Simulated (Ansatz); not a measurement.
Cartesian coordinates in Å:
```
C -0.0072 -1.1019 -0.2039
Mo 0.0297 0.9343 0.2676
O -1.0664 1.1299 1.5111
O 1.5620 1.2337 0.8578
Cl -0.4720 2.1586 -1.5561
H 0.7305 -1.2886 -0.9895
H 0.2335 -1.7091 0.6708
H -1.0101 -1.3569 -0.5578
```

The species carries charge 0 and has multiplicity 1. Mo takes the def2 core potential.

Question: List the PBE/def2-TZVPP orbital energies in eV (Ansatz). (An estimate is asked.)

Answer: Ansatz gave: Occupied: -2739.60, -511.37, -511.37, -269.41, -250.17, -190.81, -190.74, -190.70, -69.14, -43.55, -43.26, -42.81, -23.33, -23.08, -20.66, -17.59, -11.12, -10.97, -10.91, -10.65, -10.27, -9.81, -9.63, -9.15, -8.46, -8.41, -7.93, -7.88. Lowest empty: -4.02, -3.29, -2.31, -0.99, -0.93, -0.68, 0.51, 0.79.
